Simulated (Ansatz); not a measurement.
```yaml
crystal:
  periodic: [false, false, false]
  atoms:
    - {symbol: B, position_ang: [1.323904, 2.201956, -1.058459]}
    - {symbol: O, position_ang: [0.361788, 1.821873, -0.216013]}
    - {symbol: Zn, position_ang: [-0.235922, 0.180261, 0.221806]}
    - {symbol: Si, position_ang: [-1.099366, -1.895579, 0.874774]}
    - {symbol: H, position_ang: [2.022688, 1.442244, -1.639318]}
    - {symbol: H, position_ang: [1.972688, 1.392244, -1.689318]}
    - {symbol: H, position_ang: [-2.527159, -2.019864, 0.475441]}
    - {symbol: H, position_ang: [-0.336975, -3.001199, 0.234839]}
    - {symbol: H, position_ang: [-1.010638, -2.059591, 2.350900]}
basis:
  gaussian: {orbitals: def2-SVPD, final_grid: {core_spheres: 8, valence_spheres: 7, degree: 23}, nuclear_model: gaussian}
total_charge: -1
magnetization: {spin_polarized: true, initial_magnetization: 1}
hamiltonian: {xc: {name: r2SCAN0}, dispersion: d3bj}
scf: {lower_state_search: light}
output: {forces: true}
```

```sh
$ ansatz run in.yaml --threads 4 --pin off --events-out ev --progress --plain --max-ram 10444MiB
```

Shortened log:

```
Warning: the engine holds no damping parameters fitted to this dispersion correction and functional, so the run takes those fitted to r2scan0 beside the three-body term, which d3bj leaves out (hamiltonian.dispersion, under Limitations)
Functional definition: r2SCAN0
1356 factors; integrals over basis functions are off by at most 9.7e-4 eV
mean field evaluation 1: about -58951.2321 eV, gradient 3.2e1 eV
mean field evaluation 2: about -58910.5236 eV, gradient 7.2e1 eV
mean field evaluation 4: about -58955.9729 eV, gradient 1.3e1 eV
mean field evaluation 8: about -58957.6262 eV, gradient 8.3e-1 eV
mean field evaluation 16: about -58957.7488 eV, gradient 2.5e-1 eV
mean field evaluation 32: about -58958.0031 eV, gradient 1.7e-5 eV
a density is far from that of the atoms, so the factors are made again for it
1393 factors; integrals over basis functions are off by at most 9.7e-4 eV
mean field -58958.00311537 eV, -2166.6666513201 hartree, gradient 8.6e-6 eV, S^2 1.066576; 0 other end points of the search recorded, 0 dependent functions left out
reference -58958.00313837 eV, -2166.6666521652 hartree; 32, 31 occupied and 109, 110 virtual orbitals, 1393 factors
Total energy: -58958.05597528 eV, -2166.6685938859 hartree
Atom 0 at     1.323904     2.201956    -1.058459 Å, force    -4.105578     6.229675     3.814268 eV/Å
Atom 1 at     0.361788     1.821873    -0.216013 Å, force     2.170658     0.406875    -1.858701 eV/Å
Atom 2 at    -0.235922     0.180261     0.221806 Å, force     0.140396    -1.636365    -0.254704 eV/Å
Atom 3 at    -1.099366    -1.895579     0.874774 Å, force     0.110975     1.175994    -0.043871 eV/Å
Atom 4 at     2.022688     1.442244    -1.639318 Å, force  1094.149763  1091.494385  1091.931542 eV/Å
Atom 5 at     1.972688     1.392244    -1.689318 Å, force -1092.065851 -1096.666608 -1093.914008 eV/Å
Atom 6 at    -2.527159    -2.019864     0.475441 Å, force    -0.271882    -0.358880    -0.055691 eV/Å
Atom 7 at    -0.336975    -3.001199     0.234839 Å, force    -0.108795    -0.243423     0.095033 eV/Å
Atom 8 at    -1.010638    -2.059591     2.350900 Å, force    -0.019687    -0.401653     0.286133 eV/Å
Dipole moment:    -0.477706    -0.756124     0.428004 e Å
```

In this input one atom was put on top of another. The calculation finished and met its thresholds. The result belongs to that input, not to the molecule as meant.
